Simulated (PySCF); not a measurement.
**Correlation energy of Ne+ (neon, charge +1)**

[He] 2s1 2p5 3s1, high-spin 4P determinant (an excited configuration). All numbers are calculated (PySCF 2.14, the spin-free X2C one-electron Hamiltonian (Gaussian nucleus), in aug-cc-pVQZ-DK (6s5p4d3f2g, 80 functions)). Frozen: 1s2; 7 electrons correlated.

| level | correlation energy (mhartree) |
| --- | --- |
| CCSD | -217.31 |
| (T) | -6.70 |
| CCSD(T) | -224.01 |

Diagnostics: T1 = 0.0037, D1 = 0.0085, largest double amplitude 0.127.

Question: Is a single reference adequate?

Answer: Mostly. T1 lies below 0.03, but a double amplitude of this size points to a near-degeneracy that CCSD handles and MP2 describes poorly.
